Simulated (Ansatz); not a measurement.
Frontier orbitals of CH₄AlClS (`[CH3][Al]([SH])[Cl]`).

```xyz
8

C    -0.094    1.220   -0.677
Al   -0.166   -0.446    0.301
S     1.588   -1.706    0.568
Cl   -1.964   -1.119    1.156
H    -0.407    2.053   -0.042
H     0.911    1.430   -1.048
H    -0.777    1.195   -1.531
H     0.910   -2.627    1.274
```

Charge 0, multiplicity 1. Geometry: relaxed with PBE0-D4/def2-TZVP. It is one conformer, not always the lowest. Basis def2-TZVPP, Ansatz 0.2.0.

| functional | HOMO (eV) | LUMO (eV) | gap (eV) |
| --- | --- | --- | --- |
| PBE | -6.65 | -1.46 | 5.19 |
| revPBE | -6.60 | -1.35 | 5.25 |
| BLYP | -6.46 | -1.32 | 5.14 |
| B97M-V | -6.98 | -1.22 | 5.76 |
| PBE0 | -7.86 | -0.70 | 7.16 |
| r2SCANh | -7.39 | -0.88 | 6.51 |
| CAM-B3LYP | -9.16 | 0.27 | 9.43 |
| ωB97M-V | -10.04 | 0.97 | 11.01 |
| HF | -10.61 | 2.15 | 12.76 |

From PBE to PBE0 the HOMO moves by −1.21 eV and the LUMO by +0.77 eV, and with ωB97M-V by −3.40 and +2.43 eV, so the gap grows from 5.18 to 11.01 eV with exact exchange. A positive LUMO is unbound and depends on the basis.
